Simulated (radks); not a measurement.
Species: Au31+. Configuration: [Kr] 4d10 4f2 (the NIST ground configuration).

Calculated with a radial shooting solver on a logarithmic mesh with Libxc functionals: scalar-relativistic Kohn-Sham, PBEsol, spin-polarised, spherical densities, finite nucleus; open shells are filled with parallel spins first (spin-orbit coupling, left out, can overturn this in heavy ions); Fermi nuclear charge, rms radius 5.4371 fm.

Energy parts (eV):
| part | energy |
|---|---|
| total | -503878.96 |
| kinetic | 564997.86 |
| electron-nucleus | -1197032.19 |
| Hartree | 136623.28 |
| exchange-correlation | -8467.91 |

Orbitals (lengths in bohr, moments of r in powers of bohr; <r^-3> diverges for s and p1/2; r(max) is where P^2 peaks; r(90%) holds 90 % of the orbital's charge):
orbital	occ.	eigenvalue (eV)	r(max)	r(90%)	<r^4>	<r^-3>
1s up	1	-81845.13	0.01043	0.0308	4.253e-07	-
1s down	1	-81845.13	0.01043	0.0308	4.253e-07	-
2s up	1	-15379.94	0.06021	0.111	0.00006240	-
2s down	1	-15379.82	0.06021	0.111	0.00006239	-
2p up	3	-13455.17	0.04983	0.105	0.00005062	25450
2p down	3	-13455.08	0.04983	0.105	0.00005061	25460
3s up	1	-4500.109	0.1696	0.269	0.002214	-
3s down	1	-4497.435	0.1695	0.269	0.002211	-
3p up	3	-3940.804	0.1689	0.275	0.002416	5870
3p down	3	-3938.097	0.1688	0.275	0.002411	5878
3d up	5	-3344.982	0.1375	0.258	0.001841	728.0
3d down	5	-3342.907	0.1375	0.258	0.001836	728.9
4s up	1	-1773.575	0.3725	0.549	0.03963	-
4s down	1	-1769.751	0.3726	0.549	0.03972	-
4p up	3	-1577.217	0.3880	0.579	0.04844	1667
4p down	3	-1573.589	0.3881	0.579	0.04857	1663
4d up	5	-1348.299	0.3869	0.599	0.05462	195.4
4d down	5	-1344.686	0.3870	0.600	0.05483	194.7
4f up	2	-1108.665	0.3306	0.588	0.04919	45.22
4f down	0	-1104.519	0.3309	0.589	0.04956	45.13

The highest occupied level is 4f up at -1108.7 eV. Summed over all electrons, <r^2> = 4.394 bohr^2, which gives a Langevin (diamagnetic) susceptibility term of -3.48 x 10^-6 cm^3/mol.
